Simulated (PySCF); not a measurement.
A structure optimised at PBE0-D3(BJ)/def2-SVP, used in a PySCF frequency run:

```xyz
9

N     -1.3432     0.3655    -0.9619
Si     0.0000     0.0000     0.0018
N      1.3432    -0.3655    -0.9619
F     -0.5114    -1.1623     1.0054
F      0.5114     1.1623     1.0054
H     -1.2842     1.0350    -1.7182
H     -2.2859     0.2556    -0.6099
H      1.2842    -1.0350    -1.7182
H      2.2859    -0.2556    -0.6099
```
Charge 0, spin multiplicity 1.

Write its SMILES, formula and point group.

N[Si](N)(F)F, F₂H₄N₂Si, C2

What are its rotational constants (standard atomic weights)?

3.9921, 3.8374, 3.4550 GHz
